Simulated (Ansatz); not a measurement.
C$_{3}$H$_{9}$O$_{2}$Y (`C[O][Y]([CH3])[O]C`) at its PBE0-D4/def2-TZVP geometry, where that method's forces vanish. Total charge 0; spin multiplicity 1. Y takes the def2 core potential.

```xyz
15

C     0.1687    3.0365   -0.9437
O     0.4372    1.7658   -0.4607
Y     0.5901   -0.1200    0.2424
C     1.9022   -1.5812   -1.1009
O    -0.8757   -1.0262    1.2929
C    -1.9780   -1.5710    1.9318
H     0.9725    3.7374   -0.6830
H    -0.7670    3.4373   -0.5314
H     0.0770    3.0357   -2.0375
H     2.8289   -1.1263   -1.4756
H     2.1885   -2.5111   -0.5915
H     1.3427   -1.8936   -1.9947
H    -2.9171   -1.2094    1.4924
H    -1.9915   -1.3075    2.9978
H    -1.9786   -2.6665    1.8617
```

Problem. What forces (eV/Å) does ωB97M-V/def2-TZVPP give on these atoms in the Gaussian-basis code of Ansatz? (An estimate is asked.)

Solution. Computed: 
```
C1  -0.062  0.399 -0.153
O2   0.024 -0.141  0.085
Y3   0.048 -0.037 -0.029
C4   0.101 -0.097 -0.076
O5   0.130  0.083 -0.055
C6  -0.338 -0.174  0.209
H7  -0.080 -0.068 -0.025
H8   0.093 -0.045 -0.039
H9   0.007 -0.003  0.108
H10 -0.062 -0.052  0.023
H11 -0.007  0.065 -0.052
H12  0.043  0.023  0.066
H13  0.098 -0.035  0.040
H14  0.004 -0.028 -0.107
H15  0.001  0.110  0.005
```
